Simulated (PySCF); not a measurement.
I2Sb, charge +1, multiplicity 1. Atoms are numbered in the order given.

```xyz
3

Sb     0.0000     0.0000     1.1057
I      0.0000    -2.0597    -0.5320
I      0.0000     2.0597    -0.5320
```
Charge +1, spin multiplicity 1.

Coordinates come from a PBE0-D3(BJ)/def2-SVP optimisation. The multiplicity is an assumed one; other spin states were not compared. The isomer is the one that the SMILES or the coordinates give; other isomers of the formula were not compared. The def2 effective core potentials stand for the cores of I, Sb; spin–orbit coupling is left out.

Level of theory: PySCF with TDDFT-ωB97X/def2-SVPD.

Vertical excitations. The molecule is in vacuum. State labels are in the subgroup C2v.

### Question
Estimate the UV-visible absorptions. (Estimate from the structure and the level; the computed values follow.)

### Answer

| state | symmetry | energy (eV) | λ (nm) | f | main pairs |
|---|---|---|---|---|---|
| S1 | A2 | 2.23 | 557 | 0.000 | HOMO→LUMO 99 % |
| S2 | B1 | 2.23 | 556 | 0.001 | HOMO−1→LUMO 99 % |
| S3 | B2 | 2.99 | 415 | 0.064 | HOMO−2→LUMO 93 % |
| S4 | B1 | 3.76 | 330 | 0.002 | HOMO−4→LUMO 99 % |
| S5 | A1 | 3.97 | 312 | 0.011 | HOMO−3→LUMO 86 % |
| S6 | B2 | 4.45 | 278 | 0.008 | HOMO→LUMO+1 71 %, HOMO−1→LUMO+2 25 % |
| S7 | A2 | 4.52 | 274 | 0.000 | HOMO−5→LUMO 50 %, HOMO−2→LUMO+1 45 % |
| S8 | A2 | 4.60 | 270 | 0.000 | HOMO−5→LUMO 49 %, HOMO−2→LUMO+1 48 % |
| S9 | A1 | 4.62 | 268 | 0.027 | HOMO−1→LUMO+1 59 %, HOMO→LUMO+2 29 % |
| S10 | B1 | 5.02 | 247 | 0.002 | HOMO−2→LUMO+2 72 %, HOMO−3→LUMO+1 27 % |
| T1 | B1 | 1.80 | 687 | 0 | HOMO−1→LUMO 93 % |
| T2 | B2 | 2.07 | 600 | 0 | HOMO−2→LUMO 99 % |
| T3 | A2 | 2.07 | 599 | 0 | HOMO→LUMO 99 % |
| T4 | A1 | 2.85 | 434 | 0 | HOMO−3→LUMO 98 % |
Triplets are in the Tamm–Dancoff approximation, which puts them higher than full response would, so one can lie above its singlet here.
